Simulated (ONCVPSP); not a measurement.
**Ranking ONCV potentials for N (Z = 7)**

All share these settings but for the change named:

| Property | Result |
| --- | --- |
| Element | nitrogen (N) |
| Generator | ONCVPSP 4.0.1 |
| Type | optimised norm-conserving Vanderbilt (ONCV) |
| Functional | PBE |
| Relativity | scalar-relativistic |
| Frozen core | [He] |
| Valence charge | 5 |
| Reference configuration | 2s2 2p1.5 (charge +1.5) |
| Partial waves | 2s: rc 0.95 bohr, ncon 3, nbas 6, qcut 5.4 1/bohr, 2 projectors, debl 3.8 Ha; 2p: rc 1.65 bohr, ncon 5, nbas 8, qcut 8 1/bohr, 3 projectors, debl 2 Ha; d scattering state at 0.06 Ha: rc 1.45 bohr, ncon 5, nbas 8, qcut 7 1/bohr, 1 projector |
| Local potential | polynomial inside 0.70 bohr (lpopt 5, dvloc0 1 Ha) |
| Core correction | Teter function, fcfact 5.5, rcfact 1 |

Test errors are all-electron minus pseudo excitation energies from the reference, over 2s2 2p3; 2s2 2p2; 2s2 2p1; 2s2 2p2.5. None of these files shows a bound ghost.

The base gives 73.7 meV.

Of 11 variants that were run, those that failed, showed a ghost or another fault, or gave nearly equal values are left out.

A variant can come out equal or close to the base, since the largest error may sit in a test that the change hardly touches while other tests move.

Question: Rank these variants by their largest absolute test error, smallest first.
A. all radii but the core radius scaled by about 1.13 (s 1.08, p 1.86, d 1.64 bohr); local potential polynomial inside 0.78 bohr (lpopt 5, dvloc0 1 Ha)
B. s: qcut 6.2; p: qcut 9.1; d: qcut 8
C. d: rc 1.92

Answer: B (62.0 meV), C (73.7 meV), A (107.2 meV).
